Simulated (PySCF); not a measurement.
# Two-dimensional NMR puzzle

Compound of formula C7H13BO2. Correlations simulated from computed shifts and the bond graph:

HSQC (one-bond C–H):
```tsv
δH	δC
1.82	27.0
1.56	27.0
1.13	20.0
1.13	23.6
1.04	23.6
-1.08	11.3
```

COSY cross peaks (H two or three bonds apart, from the bond graph; peaks can be absent where the dihedral angle is near 90°):
```tsv
δH	δH
1.82	1.56
1.82	1.13
1.82	1.13
1.82	1.04
1.56	1.13
1.56	1.13
1.56	1.04
1.13	-1.08
1.13	1.04
```

HMBC (two and three bonds, from the bond graph):
```tsv
δH	δC
1.82	23.6, 20.0, 11.3
1.56	23.6, 20.0, 11.3
1.13	27.0, 23.6, 20.0, 11.3
1.13	27.0, 23.6, 20.0
1.04	27.0, 23.6, 20.0
-1.08	27.0, 20.0
```

Calculated, not measured (PySCF 2.14): PBE0-D3(BJ)/def2-SVP geometry, GIAO B97-2/pcSseg-1 shieldings. Relativity neglected, isolated molecule, fast rotation and ring inversion assumed for equivalent nuclei, one conformer.

Chemical shifts δ = σref − σ; TMS for $^{1}$H (31.38 ppm) and $^{13}$C (183.69 ppm), all at this level.

Exchangeable hydrogens are left out of these lists.

Q: Work out the connectivity.

A: `[C@H]12[C@H](B(O)O)[C@H]1CCCC2`.

Structure with atom numbers: `[OH:1][B:2]([OH:3])[C@H:4]1[C@@H:5]2[CH2:6][CH2:7][CH2:8][CH2:9][C@H:10]12`. Hydrogens are named by the atom that carries them. Ha(C6), Ha(C7), Ha(C8), Ha(C9) are cis to C4 on the ring; Hb(C6), Hb(C7), Hb(C8), Hb(C9) are trans to C4 on the ring.

1. δC 27.0 is C6/C9, an sp3 CH2 in a ring (δH 1.56, 1.82).
2. δC 23.6 is C7/C8, an sp3 CH2 in a ring (δH 1.13, 1.04).
3. δC 20.0 is C5/C10, a three-membered-ring carbon (δH 1.13).
4. δC 11.3 is C4, a three-membered-ring carbon (δH -1.08).
5. COSY links 1.82–1.56, 1.82–1.13, 1.82–1.13, 1.82–1.04, 1.56–1.13, 1.56–1.13.

This is the structure that produced the data.

OH and NH positions are those of a molecule without intermolecular hydrogen bonds; in solution they move with solvent, concentration and temperature, and exchange usually removes their couplings. A carbon bonded to boron is broadened by the quadrupolar boron nucleus and is often missing from a measured spectrum. Shifts are as computed. Against solution values, carbons near 30 ppm lie about +1 ppm off and those near 130 ppm about +2 ppm. Of 1211 compounds with measured shifts, 218 miss one by over three times the rms of a fit or turn the order of signals round; such compounds aren't used in these exercises.
